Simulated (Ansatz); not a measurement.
Abridged output of a molecular run in Ansatz:

```
Functional definition: HF
1480 factors; integrals over basis functions are off by at most 1.1e-3 eV
mean field evaluation 1: about -19863.9799 eV, gradient 2.1e1 eV
mean field evaluation 2: about -19864.2134 eV, gradient 2.1e1 eV
mean field evaluation 4: about -19865.9936 eV, gradient 3.4e0 eV
mean field evaluation 8: about -19866.0351 eV, gradient 2.2e-1 eV
mean field -19866.03546017 eV, -730.0633374789 hartree, gradient 1.7e-6 eV, S^2 0.000000; 0 other end points of the search recorded, 0 dependent functions left out
11 core orbitals not correlated: weight in the atoms' cores, before any rotation towards them, 1.000 or more for the frozen orbitals, at most 0.000 for the correlated occupied ones
reference -19866.03546017 eV, -730.0633374789 hartree; 17, 17 occupied and 196, 196 virtual orbitals, 1480 factors
second order -25.17092115 eV of doubles, -0.00000000 eV of singles
cycle   1  -24.86276842 eV  change    3.1e-1 eV  update   1.1e-1
cycle   2  -25.51424902 eV  change   -6.5e-1 eV  update   3.2e-2
cycle   3  -25.61915421 eV  change   -1.0e-1 eV  update   1.8e-2
cycle   4  -25.59515181 eV  change    2.4e-2 eV  update   5.6e-3
cycle   5  -25.59469128 eV  change    4.6e-4 eV  update   3.1e-3
cycle   6  -25.59588862 eV  change   -1.2e-3 eV  update   9.0e-4
cycle   7  -25.59526578 eV  change    6.2e-4 eV  update   2.9e-4
cycle   8  -25.59523047 eV  change    3.5e-5 eV  update   8.8e-5
cycle   9  -25.59531382 eV  change   -8.3e-5 eV  update   2.9e-5
cycle  10  -25.59529963 eV  change    1.4e-5 eV  update   1.0e-5
perturbative correction -0.93116598 eV, -0.0342197188 hartree
Total energy: -19892.56192579 eV, -731.0381671101 hartree
```

Its atoms:

Z-matrix (Å, degrees):
```
C
S 1 1.812
H 1 1.088 2 110.4
H 1 1.088 2 110.4 3 122.1
H 1 1.090 2 107.2 3 -118.9
B 2 1.763 1 103.7 3 -61.0
Te 6 2.131 2 122.2 1 -180.0
H 6 1.193 2 121.7 1 -0.0
H 7 1.659 6 95.4 2 -0.0
```

(1) Which basis set was used?
A. cc-pV(D+d)Z
B. def2-TZVPP
C. def2-SVPD
D. def2-TZVPPD

(2) Write the keys of the input that set method, charge and spin (a neutral closed shell needs none for the last two).

Results:

(1) B. It gives 224 functions.

(2) 
```yaml
correlation: {method: ccsd_t}
```
